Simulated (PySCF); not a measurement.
H6OSn2, SMILES [SnH3][O][SnH3]. Atoms are numbered in the order given.

```xyz
9

O      0.3317    -0.6862    -0.0167
Sn    -1.6443    -0.7438    -0.0004
H     -2.0319    -2.4086    -0.0361
H     -2.2243     0.0844    -1.3896
H     -2.2002     0.0175     1.4361
Sn     1.6042     0.8269     0.0025
H      0.7085     2.2957    -0.0253
H      2.5786     0.6629    -1.3964
H      2.5210     0.6837     1.4425
```
Charge 0, spin multiplicity 1.

Geometry: PBE0-D3(BJ)/def2-SVP. A frequency run showed that this geometry is not a minimum. The def2 effective core potentials stand for the cores of Sn; spin–orbit coupling is left out.

These are HF/def2-TZVP (PySCF) values and carry that method's errors.

Isolated molecule, no solvent.

Task: Estimate the frontier levels, gap, dipole moment and polarisability. (An estimate is asked for; the answer gives what the named calculation found.)

Result: 
* **highest occupied level**: -11.34 eV
* **lowest empty level**: 1.77 eV
* **orbital gap**: 13.11 eV
* **dipole moment**: 0.255 e·Å
* **quadrupole, principal values (traceless, Buckingham form, about the centre of nuclear charge)**: -4.45, -2.05, 6.50 D·Å
* **mean static polarisability**: 74.1 bohr³ (10.97 Å³)
* **polarisability, principal values**: 69.1, 70.3, 82.9 bohr³
